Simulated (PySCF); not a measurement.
A structure optimised at PBE-D3(BJ)/def2-SVP, used in a PySCF frequency run:

```
C
F 1 1.3802
H 1 1.1120 2 107.89
C 1 1.5422 3 112.82 2 130.21
H 4 1.1067 1 119.76 3 -27.38
H 4 1.1084 5 110.00 1 127.32
C 4 1.5422 5 119.76 6 127.32
F 7 1.3802 4 116.56 5 -98.28
H 7 1.1120 8 107.89 4 -128.09
C 1 1.5422 3 112.82 2 -130.21
H 10 1.1067 1 119.76 3 27.38
H 10 1.1084 11 110.00 1 -127.32
```
Charge 0, spin multiplicity 1.

Write its SMILES, formula and point group.

F[C@H]1C[C@@H](F)C1, C4H6F2, C2v

What are its rotational constants (standard atomic weights)?

8.5913, 2.2204, 2.0301 GHz
